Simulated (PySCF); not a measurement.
# MN for M along group 14

HF with double-zeta basis sets in PySCF, for the lowest determinant that a PBE0 search found; no spin–orbit coupling. De refers to high-spin ground-configuration atoms. A positive dipole means M(−)N(+).

```tsv
M	basis	reference	state (unpaired electrons)	Re (Å)	ωe (cm⁻¹)	De (eV)	μ (D)
C	def2-SVP	ROHF	doublet (σ ↑)	1.134	2503	3.81	-2.29
Si	def2-SVP	ROHF	doublet (σ ↑)	1.543	1324	0.83	-2.14
Sn	aug-cc-pVDZ-PP/aug-cc-pVDZ	ROHF	doublet (π ↑)	1.924	813	-0.79	-4.44
Pb	def2-SVP	ROHF	doublet (π ↑)	2.005	744	-1.71	-4.48
```

The shortest bond is that of CN (1.134 Å), the longest that of PbN (2.005 Å). CN is bound most strongly (3.81 eV) and PbN least (-1.71 eV).

The rows differ in basis set, which adds steps of its own.

The state changes along the series, so neighbouring rows are not always alike in their bonding.

These are scalar-relativistic numbers at best; spin–orbit coupling would shift them, the dissociation energy most. UHF is strongly spin-contaminated for CN, PbN, SiN, SnN, so the ROHF reference used there is far from stable. Hartree–Fock leaves out correlation, which carries a large part of most bond energies and some tenths to 1 eV of ionisation energies. A negative De means that the minimum lies above the separated atoms at that level. States were picked by a PBE0 search and need not be the measured ground states.
